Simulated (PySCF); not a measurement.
Polarisability and C₆ of Pd(3+) (palladium, charge +3)

[Kr] 4d7, high-spin 4F determinant. Computed with PySCF 2.14 in ANO-RCC-VTZP (7s6p4d2f1g, 68 functions), with the spin-free X2C one-electron Hamiltonian (Gaussian nucleus). Coupled (time-dependent) response in atomic units; α is the mean over directions. The basis has no added diffuse functions, which lowers α and C₆.

| method | mean α (bohr³) | C₆ (like pair) | S(−4) |
| --- | --- | --- | --- |
| UHF | 3.983 | 18.34 | 2.537 |
| PBE | 4.319 | 20.04 | 3.457 |
| PBE0 | 4.201 | 19.44 | 3.105 |

S(−4) is the Cauchy moment in α(ω) = α(0) + S(−4) ω² + …

Spin-orbit coupling is absent.

α(iu) at UHF:

| u (hartree) | α(iu) (bohr³) |
| --- | --- |
| 0 | 3.983 |
| 0.0500 | 3.976 |
| 0.100 | 3.958 |
| 0.200 | 3.886 |
| 0.300 | 3.776 |
| 0.500 | 3.486 |
| 0.750 | 3.082 |
| 1.00 | 2.695 |
| 1.50 | 2.044 |
| 2.00 | 1.558 |
| 3.00 | 0.9495 |
| 5.00 | 0.4359 |

For an ion, C₆ is the dispersion term alone; charge-induced terms of lower order in 1/R come first.
